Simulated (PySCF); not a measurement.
An unknown shows these calculated signals:

$^{1}$H NMR (400 MHz, computed): δ 5.68 (br, 1H), 2.37 (m, 2H), 1.95 (m, 1H), 1.80 (m, 1H), 1.79 (m, 2H), 0.93 (m, 1H), 0.68 (m, 2H), 0.27 (m, 2H), -0.61 (m, 1H).

$^{13}$C{$^{1}$H} NMR (computed): δ 26.8 (CH2), 26.6 (CH2), 15.6 (CH), 3.3 (CH2), -4.3 (CH).

Theoretical values (PySCF 2.14): structure optimised with PBE0-D3(BJ)/def2-SVP, PBE0/pcSseg-1 with gauge-including orbitals. Averaged over atoms made equivalent by symmetry, fast rotation or ring inversion, no solvent model, a single conformation, relativity neglected.

Shifts are taken against calculated references (same method and geometry level): TMS for $^{1}$H (σref 31.27) and $^{13}$C (σref 184.41).

Q: Which of these does the molecule contain: an S-methyl group, a (CH3)2CH unit, a three-membered ring, a nitrile?

A: 
- An S-methyl group: no.
- A (CH3)2CH unit: no.
- A three-membered ring: yes.
- A nitrile: no.

The data belong to `C1C[CH]([AlH][CH]2CC2)C1`, C$_{7}$H$_{13}$Al; they needn't prove each group on their own.

Carbon signals by region: 5 below 50 ppm.

Hydrides on Al or Ga are broadened by the quadrupolar metal nucleus. Shifts are as computed. Against solution values, carbons near 30 ppm lie about +2 ppm off and those near 130 ppm about +5 ppm. Of 1211 compounds with measured shifts, 218 miss one by over three times the rms of a fit or turn the order of signals round; such compounds aren't used in these exercises. Multiplicities follow the n + 1 count of equivalent neighbours, as no J values were calculated; m marks all less simple cases, F and P coupling included.
